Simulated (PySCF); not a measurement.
## Polarisability and C₆ of Bi⁻ (bismuth, charge -1)

[Xe] 4f14 5d10 6s2 6p4, high-spin 3P determinant. All numbers are calculated (PySCF 2.14, scalar relativity by spin-free X2C-1e, in x2c-TZVPPall with one added diffuse shell each of s, p, d, f type (12s8p7d4f, 99 functions)). Coupled (time-dependent) response in atomic units; α is the mean over directions.

```tsv
method	mean α (bohr³)	α xx, yy, zz	C₆ (like pair)	S(−4)
UHF	123.7	106.5, 158.0, 106.5	2220	4652
```

S(−4) is the Cauchy moment in α(ω) = α(0) + S(−4) ω² + …

Spin-orbit coupling is absent.

α(iu) at UHF:

```
u (hartree)  α(iu) (bohr³)
          0          123.7
     0.0500          113.5
      0.100          93.25
      0.200          58.30
      0.300          38.16
      0.500          20.08
      0.750          11.58
       1.00          7.804
       1.50          4.501
       2.00          3.043
       3.00          1.714
       5.00         0.7761
```

For an ion, C₆ is the dispersion term alone; charge-induced terms of lower order in 1/R come first.

The components differ because the open shell of this determinant is not spherical; for a pure term their mean is the scalar polarisability.

Spin-orbit coupling is strong in this species (close to jj coupling), so the high-spin LS determinant is a model state, not a physical level.
